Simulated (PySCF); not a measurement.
## Name the molecule from its bond curve

A diatomic of charge 0 contains Hg. Its triplet curve at PBE in a double-zeta basis (scalar-relativistic core potentials, PySCF), in eV from the separated fragments:

| R (Å) | E (eV) |
| --- | --- |
| 1.943 | -0.284 |
| 2.033 | -0.494 |
| 2.123 | -0.596 |
| 2.191 | -0.626 |
| 2.259 | -0.630 |
| 2.327 | -0.616 |
| 2.417 | -0.580 |
| 2.530 | -0.521 |
| 2.666 | -0.444 |
| 2.846 | -0.348 |

The fit gives ωe = 284 cm⁻¹ and the rotational constant Bₑ = 0.2273 cm⁻¹.

**Question.** Which atom is the partner?

**Answer.** The minimum lies at 2.237 Å, so the reduced mass is 16.8576 u Å² cm⁻¹/(Bₑ·Re²) = 14.82 u. With Hg at 201.97 u the partner weighs about 16.0 u: O. The molecule is HgO.

Spin–orbit coupling is left out. The state was picked by a PBE0 search and need not be the measured ground state.
